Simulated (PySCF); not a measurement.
# Core binding energy against partial charge

Compound: C5H12OSi2.
Geometry (PBE0-D3(BJ)/def2-SVP, Å), atoms numbered from 1 in this order:
```
atom  x, y, z in Å
C1    -3.2332    1.2684   -0.2198
C2    -2.5785   -0.0862   -0.4351
C3    -1.2469   -0.2100    0.2741
O4    -0.6985   -1.4869    0.0344
Si5    0.7522   -1.9978    0.6532
C6     2.1081   -0.8753    0.1102
C7     2.9916   -0.1113   -0.2592
Si8    4.3132    1.0330   -0.8190
H9    -2.5953    2.0880   -0.5881
H10   -3.4295    1.4575    0.8479
H11   -4.1951    1.3363   -0.7486
H12   -3.2360   -0.8965   -0.0790
H13   -2.4134   -0.2713   -1.5094
H14   -1.3829   -0.0469    1.3620
H15   -0.5547    0.5771   -0.0834
H16    0.7375   -1.9905    2.1467
H17    0.9891   -3.3627    0.1205
H18    3.7293    2.3887   -1.0341
H19    4.8973    0.5328   -2.0969
H20    5.3790    1.1079    0.2218
```

Binding energies: delta-SCF UKS SCAN, pcX-2 on the ionised atom, pcseg-1 elsewhere, spin-free X2C in PySCF 2.14.0. Charges: PBE0/pcSseg-1 ground-state density, for the ionised atom.

```tsv
atom	environment	C 1s (eV)	Mulliken (e)	IAO (e)	Hirshfeld (e)	ESP (e)
C6	alkyne carbon	289.90	-0.276	-0.333	-0.143	-0.308
C7	alkyne carbon	289.99	-0.296	-0.307	-0.140	-0.121
C2	chain CH2 carbon	290.59	-0.282	-0.248	-0.071	+0.107
C1	methyl carbon	290.74	-0.303	-0.413	-0.112	-0.403
C3	sp3 carbon bound to oxygen	292.10	+0.082	-0.037	+0.009	+0.361
```

Q: How well does each charge scheme correlate with the binding energies over these sites?

A: Hirshfeld: r = 0.96, slope 13.4 eV per e; Mulliken: r = 0.90, slope 4.8 eV per e; IAO: r = 0.79, slope 4.9 eV per e; ESP: r = 0.73, slope 2.1 eV per e. Hirshfeld charges have the highest r, on only 5 points.

Q: The point-charge model writes a binding energy as kq + V + constant, with V the potential of the other atoms' charges at the site. What does it give with the ESP charges?

A: V = Σ 14.40 eV Å × q/r over all other atoms: +2.54 eV at C6, -0.14 eV at C7, -0.91 eV at C2, +5.30 eV at C1, -4.42 eV at C3. Fitting binding energy − V to q gives k = 13.5 eV per e and leaves an rms residual of 0.64 eV, against 0.54 eV for the fit on q alone. The model has no term for differences in relaxation between sites.

The unrestricted hole states depart most from a pure doublet (⟨S²⟩ = 0.75; over 0.85 named) for C 1s of C6 (0.86) and C 1s of C7 (0.86), which makes these values less certain. The structure is a single PBE0-D3(BJ)/def2-SVP conformer in the gas phase; no vibrational or solvent corrections.
